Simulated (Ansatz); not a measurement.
A structure relaxed at r2SCAN-D4/def2-SVP in Ansatz, charge 1, doublet:

```xyz
7

Mo    0.013    0.692   -1.647
Mo    2.029    0.586   -0.843
Si    0.524    1.327    0.895
Si   -1.645    0.236    0.157
Si   -0.763   -1.597   -1.376
Si   -0.757   -0.174    2.318
Si    0.600   -1.071    0.497
```

(1) Give its formula.

(2) Summarise the bond lengths by kind (pairs closer than 1.2 times the sum of covalent radii, bridged metal pairs left out).

Answers

(1) the cluster Si5Mo2⁺.

(2) 8 × Si–Si 2.37 to 2.62 Å; 6 × Mo–Si 2.41 to 2.84 Å; 1 × Mo–Mo 2.17 Å.

In the def2 sets Mo takes a core potential; there is no spin–orbit coupling. The charge 1 doublet is spin-contaminated (final ⟨S²⟩ up to 0.88, 0.75 for a pure state). The relaxation made no stability test and no search for a lower SCF solution. No other spin state of charge 1 was run. The structure comes from a short search, and lower isomers may exist.
